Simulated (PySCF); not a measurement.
# C₆ coefficients of unlike pairs at PBE

Calculated with PySCF 2.14 from the dipole response of each species, C₆(A,B) = (3/π) ∫ α_A(iu) α_B(iu) du, in atomic units, from isotropic polarisabilities. For ions this is the dispersion term alone; charge-induced terms of lower order in 1/R come first.

| species | configuration | basis | relativity | α (bohr³) | C₆ (like pair) |
| --- | --- | --- | --- | --- | --- |
| K | [Ar] 4s1 (2S) | dyall-av3z (25s18p5d2f) | none | 329.0 | 4661 |
| Ar³⁺ | [Ne] 3s2 3p3 (4S) | aug-cc-pCVTZ-DK with one added diffuse shell each of s, p, d, f type (9s8p6d4f) | spin-free X2C | 3.578 | 9.733 |
| Al³⁺ | [Ne] (1S) | aug-cc-pV(T+d)Z (6s5p4d2f) | none | 0.2674 | 0.2338 |
| Mn | [Ar] 3d5 4s2 (6S) | aug-cc-pVTZ (8s7p5d3f2g) | none | 75.58 | 718.5 |

(1) Estimate C₆ for Al³⁺ with K.

No spin-orbit coupling is included.

The other pairs:

```
      pair     C₆
Al³⁺, Ar³⁺  1.215
     Mn, K   1609
   Ar³⁺, K  106.5
  Mn, Ar³⁺  63.31
  Mn, Al³⁺  5.884
```

## Answers

(1) The integral gives 8.978. The combination rule 2 C_A C_B / (C_A α_B/α_A + C_B α_A/α_B) gives 7.478 and the geometric mean 33.01.
